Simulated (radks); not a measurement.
Q: Coherent X-ray form factor from a spherical all-electron density. Calculated with a radial shooting solver on a logarithmic mesh with Libxc functionals: scalar-relativistic Kohn-Sham, LDA (Slater exchange, Perdew-Wang correlation), spin-polarised, spherical densities, point nucleus.

| sin(theta)/lambda (1/angstrom) | f0 (electrons) |
|---|---|
| 0.05 | 39.527 |
| 0.1 | 38.196 |
| 0.15 | 36.234 |
| 0.2 | 33.925 |
| 0.25 | 31.529 |
| 0.3 | 29.230 |
| 0.4 | 25.288 |
| 0.5 | 22.291 |
| 0.6 | 19.998 |
| 0.8 | 16.448 |
| 1 | 13.446 |
| 1.25 | 10.348 |
| 1.5 | 8.164 |
| 2 | 5.945 |

The species is in the configuration that NIST lists as its ground one. Which atom or ion scatters so?

A: The technetium ion Tc3+, [Kr] 4d4. Extrapolating in s^2 from the first two rows gives f0(0) = 40.0, near the electron count 40; among species with that count, the fall with angle is slower the higher Z, and the table is that of Z = 43; from so few rows the species is fixed only to a neighbour or two.
